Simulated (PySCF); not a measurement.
## Working out the ionisation energy of Co

Co [Ar] 3d7 4s2 (4F) → Co⁺ [Ar] 3d8 (3F). Computed with PySCF 2.14 in jorge-DZP-DKH, with the spin-free X2C one-electron Hamiltonian (Gaussian nucleus). Frozen: [Ar]. Energies in hartree (1 hartree = 27.21139 eV):

```csv
part,Co (lower),Co⁺ (upper)
UHF,-1391.670628,-1391.370729
MP2 opposite-spin,-0.099951,-0.113636
MP2 same-spin,-0.061877,-0.069968
```

Task: What does Hartree-Fock give?

Result: (-1391.370729) − (-1391.670628) = 0.299899 hartree = 8.161 eV.

Task: What do MP2 and SCS-MP2 (6/5 opposite-spin, 1/3 same-spin) give?

Result: The opposite-spin parts differ by -0.372 eV and the same-spin parts by -0.220 eV. MP2: 8.161 + (-0.372) + (-0.220) = 7.569 eV. SCS-MP2: 8.161 + 1.2 × (-0.372) + (-0.220)/3 = 7.641 eV.

Measured between the centres of the two terms (NIST): 7.869 eV, so MP2 (valence) is off by -0.300 eV.

A double-zeta basis recovers only part of the correlation energy.

What remains against the reference includes basis incompleteness, the frozen core and correlation beyond second order.
